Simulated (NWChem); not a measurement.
Molecule: BH3SO; SMILES B(O)S

```xyz
6

B     -0.5664    -0.5966     0.0000
H     -1.7490    -0.7370     0.0000
O      0.2006    -1.7140     0.0000
H      1.1558    -1.5513     0.0000
S      0.0286     1.1301     0.0000
H      1.3634     0.9017     0.0000
```
Atoms are numbered in this order, from 1.

All runs: NWChem. Pople sets run with spherical d functions. Geometry: optimised at B3LYP/6-31G* (spherical d).

Task: Taking PBE/6-311++G** as the yardstick, which of these has the fewest basis functions while keeping “dipole (D)” within 0.05 D of it: PBE/STO-3G; PBE/6-311G**; PBE/6-31+G*; PBE/3-21G; PBE/6-31G*?

Result: none of them.
```csv
level,basis functions,dipole (D),relative time (rough)
PBE/STO-3G,22,2.51,1
PBE/3-21G,37,2.84,1
PBE/6-31G*,52,2.36,2
PBE/6-31+G*,64,2.30,3
PBE/6-311G**,80,2.28,4
PBE/6-311++G**,95,2.22,6
```

The yardstick is one finite set, not the basis-set limit.
